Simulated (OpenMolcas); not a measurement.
**Ne4+: effect of the level shift or regulariser**

```json
{"Program": "OpenMolcas", "Basis": "ANO-RCC-VQZP [5s4p3d2f1g]", "Scalar Hamiltonian": "DKH2, point nucleus", "Active space": "2 electrons in 9 orbitals (RAS2 2p; RAS3 3s 3d, at most 1 electron)", "State averaging": "2S+1 = 3 even, 3 roots; 2S+1 = 1 even, 6 roots", "Spin-orbit coupling": "state interaction with AMFI integrals over the reference wave functions, term energies averaged over their components"}
```

Methods on the same reference wave functions:
A. RASSCF
B. SS-RASPT2, IPEA 0.25 Eh, imaginary shift 0.1 Eh (closed shells correlated: 1s 2s)
C. SS-RASPT2, IPEA 0.25 Eh, imaginary shift 0.3 Eh (closed shells correlated: 1s 2s)

Energies in eV above 2s2 2p2 3P0, the measured ground level; measured values from NIST levels in Podobedova, Fuhr, Reader and Wiese, J. Phys. Chem. Ref. Data 33, 525 (2004).

```
      Level        A       B       C  Measured
2s2 2p2 3P0   0.0000  0.0000  0.0000    0.0000
2s2 2p2 3P1   0.0498  0.0500  0.0500    0.0511
2s2 2p2 3P2   0.1446  0.1448  0.1448    0.1376
2s2 2p2 1D2   4.0889   3.809   3.810    3.7557
2s2 2p2 1S0  10.0187   8.804   8.804    7.9243
```

Deviations, from unrounded energies. A percentage is the sum of absolute deviations over the sum of measured energies, with the sign that they share, or ± where signs differ.

| Against measurement | Levels | A | B | C |
| --- | --- | --- | --- | --- |
| mean absolute deviation (cm-1) | 4 | 4900 | 1900 | 1900 |
| fine structure of the ground term (%) | 2 | ±4.4 | ±4.4 | ±4.4 |
| other terms of the ground configuration (%) | 2 | +20.8 | +8.0 | +8.0 |

B, C lie about equally close to measurement and A furthest from it. The largest miss of B in the table is 2s2 2p2 1S0, by +7100 cm-1. The ranking rests on the paired levels alone, and a cruder setting can come out closer through cancelling errors.

Between B and C no level of the table moves by more than 5 cm-1.

The two smallest mean deviations differ by little beside CASPT2's spread within terms, so their order carries little weight.

From A to B the spin-free energies of the other terms of 2s2 2p2 shown, above 3P, scale by factors of 0.88 to 0.93.

The lowest spin-free term lies below A's lowest term by 0.115 hartree in B, 0.115 hartree in C.

Term energies are means over components that CASPT2 splits; among the terms shown or strongly mixed into the levels shown the widest spread is 70 cm-1 (2s2 2p2 1D, C). With the s shell closed, the reference lacks s² → p² mixing. Measured partners are found by configuration, term and J. A level has none where our copy of the source lacks it or the pairing is in doubt (some pairs that miss far off the trend of their configuration count as doubtful), and it then counts in no deviation. Only configurations of the active space appear.
